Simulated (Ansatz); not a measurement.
A nudged elastic band was laid between two geometries of CH8GeN2OS (14 atoms, charge 0, multiplicity 1).

All numbers below come from RHF/def2-mTZVP (Ansatz 0.2.0).

```
movable images  : 7
climbing image  : yes
spring          : 5.0 eV/Å²
optimiser       : quadratic models (default)
start path      : through a guess of the saddle point
force threshold : 0.05 eV/Å
iteration limit : 60
end points      : relaxed
```

Initial state:

```xyz
14
Properties=species:S:1:pos:R:3
C -0.881 -0.657 2.161
S 0.615 -1.113 1.202
Ge 0.327 0.082 -0.653
N 1.646 -0.494 -1.744
N 0.414 1.885 -0.546
O -1.330 -0.130 -1.216
H -0.857 0.385 2.441
H -1.780 -0.863 1.602
H -0.873 -1.260 3.055
H 1.836 -1.470 -1.820
H 1.753 -0.036 -2.625
H -0.447 2.362 -0.381
H 1.149 2.289 -0.006
H -1.585 -1.011 -1.442
```

Final state:

```xyz
14
Properties=species:S:1:pos:R:3
C -0.837 -0.592 2.195
S 0.676 -1.019 1.250
Ge 0.319 0.065 -0.661
N 1.673 -0.481 -1.725
N 0.297 1.872 -0.646
O -1.322 -0.274 -1.210
H -0.791 -1.144 3.121
H -0.868 0.463 2.417
H -1.727 -0.877 1.656
H 1.921 -1.447 -1.752
H 1.747 -0.066 -2.630
H -0.587 2.307 -0.487
H 1.018 2.347 -0.145
H -1.533 -1.183 -1.356
```

Task: What changes between the two ends?

Result: No bond is made or broken. The dihedral H8–C1–S2–Ge3 goes from 56 to -66°. The two ends are copies of one structure, up to a mirror image or an exchange of like atoms.

Task: Give the energies along the band, and the barrier.

Result: The forces met the threshold. The highest image is number 6 of 0 to 8, 0.037 eV above the ends, which have the same energy within 2 meV. The profile has 2 maxima (images 2, 6) with wells between them (image 4): this band takes more than one step, which may be the mechanism or a detour left from its start path. A vibrational analysis at the climbing image gives one clearly imaginary mode, 126i cm⁻¹: a first-order saddle point.

```tsv
image	path coordinate (Å)	energy (eV)	dihedral H8–C1–S2–Ge3 (°)
0	0.00	0.000	56
1	0.89	0.016	83
2	1.78	0.037	114
3	2.67	0.017	146
4	3.56	0.000	176
5	4.45	0.017	-156
6	5.34	0.037	-125
7	6.21	0.018	-94
8	7.08	0.000	-66
```

Task: What is the geometry of the highest image?

Result: 
```xyz
14
Properties=species:S:1:pos:R:3
C -0.910 -0.707 2.152
S 0.615 -1.091 1.200
Ge 0.341 0.105 -0.656
N 1.662 -0.484 -1.736
N 0.446 1.906 -0.560
O -1.319 -0.088 -1.217
H -1.494 -1.607 2.265
H -0.622 -0.344 3.126
H -1.510 0.040 1.659
H 1.832 -1.463 -1.820
H 1.784 -0.021 -2.612
H -0.410 2.394 -0.395
H 1.186 2.306 -0.023
H -1.613 -0.974 -1.357
```

Run time: 9.6 min on 2 threads of Arm Neoverse V1, on a shared host, peak memory 0.51 GiB.
